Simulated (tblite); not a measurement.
Species: C5H13N2 (doublet state).
Numbering: `[CH3:1][CH2:2][CH2:3][NH:4][CH2:5][CH2:6][NH:7]` (hydrogens: H8, H9, H10 on C1; H11, H12 on C2; H13, H14 on C3; H15 on N4; H16, H17 on C5; H18, H19 on C6; H20 on N7)

Computed with GFN2-xTB (tblite), gas phase: L-BFGS steps from a force-field or distance-geometry start until the largest atomic force falls under 0.01 eV/Å.

At the end of the run (lengths in Å): C6–N7 1.382, C5–C6 1.605, N4–C5 1.413, N4–H15 1.014, C1–H10 1.087, C3–N4 1.446, C1–C2 1.523, C3–N4–C5 117.9°, N4–C5–C6 114.9°, C2–C3–N4 110.3°, C1–C2–C3 111.8°, C1–C2–C3–N4 62°, C2–C3–N4–C5 -171°, C3–N4–C5–C6 -71°, H15–N4–C5–C6 60°, H18–C6–C5–N4 57°.

Problem. These geometries were met on the way; a selection of coordinates is given. Order them by energy above the end point, lowest first.
A. C6–N7 1.383, C5–C6 1.604, N4–C5 1.414, N4–H15 1.014, C1–H10 1.086, C3–N4 1.445, C1–C2 1.521, C3–N4–C5 117.5°, N4–C5–C6 114.2°, C2–C3–N4 110.8°, C1–C2–C3 112.8°, C1–C2–C3–N4 63°, C2–C3–N4–C5 174°, C3–N4–C5–C6 -76°, H15–N4–C5–C6 56°, H18–C6–C5–N4 71°
B. C6–N7 1.417, C5–C6 1.572, N4–C5 1.446, N4–H15 1.028, C1–H10 1.092, C3–N4 1.460, C1–C2 1.530, C3–N4–C5 112.8°, N4–C5–C6 109.6°, C2–C3–N4 112.1°, C1–C2–C3 113.2°, C1–C2–C3–N4 63°, C2–C3–N4–C5 177°, C3–N4–C5–C6 -80°, H15–N4–C5–C6 35°, H18–C6–C5–N4 79°
C. C6–N7 1.382, C5–C6 1.592, N4–C5 1.422, N4–H15 1.019, C1–H10 1.090, C3–N4 1.449, C1–C2 1.528, C3–N4–C5 115.6°, N4–C5–C6 112.8°, C2–C3–N4 111.1°, C1–C2–C3 113.7°, C1–C2–C3–N4 63°, C2–C3–N4–C5 175°, C3–N4–C5–C6 -77°, H15–N4–C5–C6 48°, H18–C6–C5–N4 71°
D. C6–N7 1.384, C5–C6 1.608, N4–C5 1.421, N4–H15 1.021, C1–H10 1.087, C3–N4 1.446, C1–C2 1.520, C3–N4–C5 117.1°, N4–C5–C6 109.1°, C2–C3–N4 112.7°, C1–C2–C3 113.7°, C1–C2–C3–N4 65°, C2–C3–N4–C5 178°, C3–N4–C5–C6 -80°, H15–N4–C5–C6 43°, H18–C6–C5–N4 72°
E. C6–N7 1.471, C5–C6 1.535, N4–C5 1.469, N4–H15 1.050, C1–H10 1.108, C3–N4 1.465, C1–C2 1.506, C3–N4–C5 110.7°, N4–C5–C6 111.4°, C2–C3–N4 110.6°, C1–C2–C3 113.9°, C1–C2–C3–N4 62°, C2–C3–N4–C5 176°, C3–N4–C5–C6 -78°, H15–N4–C5–C6 33°, H18–C6–C5–N4 79°

Solution. A (0.059 eV), C (0.101 eV), D (0.165 eV), B (0.287 eV), E (0.465 eV).

| step | E above end (eV) | rms distance from the end, all atoms (Å) | largest force (eV/Å) | rms shift of all bonds from the end (Å) |
| --- | --- | --- | --- | --- |
| 14 | 0.059 | 0.283 | 0.180 | 0.002 |
| 9 | 0.101 | 0.299 | 0.364 | 0.005 |
| 5 | 0.165 | 0.318 | 0.405 | 0.004 |
| 1 | 0.287 | 0.330 | 0.934 | 0.015 |
| 0 | 0.465 | 0.332 | 2.026 | 0.032 |

Rows stand in the order of the answer.
